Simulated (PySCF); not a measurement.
## Correlation energy of Ne (neon, neutral)

[Ne], closed-shell 1S. Computed with PySCF 2.14 in def2-QZVPPD (8s5p4d2f1g, 66 functions), with no relativity, point nucleus. Frozen: nothing; 10 electrons correlated.

```
  level  correlation energy (mhartree)
   CCSD                        -315.64
    (T)                          -5.61
CCSD(T)                        -321.25
```

Diagnostics: T1 = 0.0061, D1 = 0.0106, largest double amplitude 0.021.

Cost of the coupled-cluster step: of the order of 1.3 core-seconds, for 10 correlated electrons.

Iterations:

```
CC2 = 0
CCSD nocc = 5, nmo = 66
frozen orbitals []
max_cycle = 100
direct = 0
conv_tol = 1e-08
conv_tol_normt = 1e-06
diis_space = 8
diis_start_cycle = 0
Init t2, MP2 energy = -128.860935979798  E_corr(MP2) -0.314079130685099
Init E_corr(CCSD) = -0.31407913079047
cycle = 1  E_corr(CCSD) = -0.312243062612439  dE = 0.00183606818  norm(t1,t2) = 0.0207323
cycle = 2  E_corr(CCSD) = -0.31551460288497  dE = -0.00327154027  norm(t1,t2) = 0.00524968
cycle = 3  E_corr(CCSD) = -0.31546703438161  dE = 4.75685034e-05  norm(t1,t2) = 0.00238852
cycle = 4  E_corr(CCSD) = -0.315641826506535  dE = -0.000174792125  norm(t1,t2) = 0.00064668
cycle = 5  E_corr(CCSD) = -0.315650250253261  dE = -8.42374673e-06  norm(t1,t2) = 0.000112358
cycle = 6  E_corr(CCSD) = -0.315645051262759  dE = 5.1989905e-06  norm(t1,t2) = 2.8491e-05
cycle = 7  E_corr(CCSD) = -0.315643779145296  dE = 1.27211746e-06  norm(t1,t2) = 6.16661e-06
cycle = 8  E_corr(CCSD) = -0.315643965646037  dE = -1.86500741e-07  norm(t1,t2) = 1.67218e-06
cycle = 9  E_corr(CCSD) = -0.315644050247922  dE = -8.46018852e-08  norm(t1,t2) = 2.25187e-07
cycle = 10  E_corr(CCSD) = -0.315644039554839  dE = 1.06930839e-08  norm(t1,t2) = 4.56075e-08
cycle = 11  E_corr(CCSD) = -0.315644038489203  dE = 1.06563547e-09  norm(t1,t2) = 7.06057e-09
CCSD converged
E(CCSD) = -128.8625008876019  E_corr = -0.3156440384892031
CCSD(T) correction = -0.00560763801725857
```

This basis was not built for core-valence correlation, so the inner-shell part is incomplete.
